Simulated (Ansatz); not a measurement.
Reaction (SMILES): [O]=[Ge]([Cl])[Cl] -> [O]=[Ge]([Cl])[Cl] as doublet, charge +1 + e-
Each molecule is optimised on its own at B3LYP-D3(BJ)/def2-TZVP (Ansatz, a quantum-chemistry and plane-wave program). Frequencies are from Ansatz.

Quantity: adiabatic ionisation energy (0 K, with B3LYP-D3(BJ) harmonic zero-point energies), in eV. Correlated levels leave the core frozen unless marked. UHF or UKS for open shells. Spin-orbit coupling is left out. Frozen are the shells of the preceding noble gas and the d and f shells that filled before the atom's block. Non-relativistic. CBS(X,Y): correlation extrapolated as X^-3; Hartree-Fock from the larger set.

```csv
level,program,adiabatic ionisation energy (eV)
B3LYP-D3(BJ)/def2-TZVPD,Ansatz + dftd3,10.36
PBE0/STO-3G,Ansatz,8.08
r2SCAN0/def2-TZVPD,Ansatz,10.11
B2PLYP-D4/def2-TZVPD,Ansatz + dftd4,10.46
SCS-MP2/def2-QZVPP,Ansatz,10.66
```

**Question.** What does CCSD(T)/CBS(def2-TZVPP,def2-QZVPP) (Ansatz) give?

**Answer.** 10.53 eV
